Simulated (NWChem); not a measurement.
# CH6InNO; SMILES [CH3][In]([NH2])[OH]

```xyz
10

In     0.0141    -0.0187    -0.0231
C      0.1695    -2.1816     0.0561
H     -0.2379    -2.6121    -0.8784
H     -0.4122    -2.5620     0.9173
H      1.2304    -2.4739     0.1666
O     -1.7437     1.0083     0.0403
H     -2.5006     0.3931     0.0664
N      1.5072     1.3872     0.1078
H      1.2175     2.3230    -0.2008
H      2.3958     1.1591    -0.3521
```
Atoms are numbered in this order, from 1.

All runs: NWChem. All runs use the structure optimised with PBE-D3(BJ)/def2-SVP. No frequency run checked for a minimum. def2 effective core potentials on In; no spin-orbit coupling. Ions are spin-unrestricted doublets at the neutral geometry; other ion states weren't tried.

Problem. What does the run give for M06-2X/def2-SVP? Quantities: vertical ionisation energy, ΔSCF (eV); −ε(HOMO) (eV).

Solution. The vertical ionisation energy, ΔSCF (eV) is 9.08 and the −ε(HOMO) (eV) is 8.07.
